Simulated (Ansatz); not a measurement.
C2H6FIn can be A, `[CH3][In]([CH3])[F]`, or B, `C[CH2][InH][F]`.

Calculated with Ansatz (gas phase, PBE0-D4/def2-TZVP geometries, no zero-point term in ΔE). CCSD(T)/CBS is the MP2 limit (def2-TZVPP, def2-QZVPP) plus CCSD(T) − MP2 in def2-TZVPP, frozen cores. Functionals use def2-TZVPP. B3LYP here is the variant with VWN-RPA as its local correlation; programs differ in this. def2 core potentials past Kr. For In outer-core shells are correlated without core-valence functions, which leaves a few kJ/mol of doubt a bond. One conformer a species, not always the lowest.

Q: Which isomer does CCSD(T)/CBS put lower? Give the gap. (An estimate is asked.)

A: Computed: A, by 10.9 kcal/mol.

Q: Give E(B) − E(A) in kcal/mol with LDA (SPW92), r2SCAN-D4, CCSD(T)/def2-TZVPP, B3LYP, MP2/def2-TZVPP, CCSD(T)/def2-SVP, B2PLYP. (An estimate is asked.)

A: The calculation gave: LDA (SPW92) 8.6, r2SCAN-D4 10.4, CCSD(T)/def2-TZVPP 11.0, B3LYP 10.7, MP2/def2-TZVPP 12.3, CCSD(T)/def2-SVP 7.7, B2PLYP 11.2. None reverses the order clearly.

Q: Does the order hold for the free energy at 298.15 K (harmonic terms from PBE0-D4)? (An estimate is asked.)

A: Computed: Yes: G(B) − G(A) = +11.4 kcal/mol, for one conformer each. Modes under 60 cm⁻¹, often nearly free rotors, make the harmonic entropy too high.

Largest T1 diagnostic: 0.014.

At CCSD(T), def2-SVP lies −3.3 kcal/mol from the extrapolated value and def2-TZVPP +0.1 kcal/mol. From BLYP to BHLYP (50 % exact exchange), in def2-TZVPP and without D4, E(B) − E(A) moves by −1.0 kcal/mol.
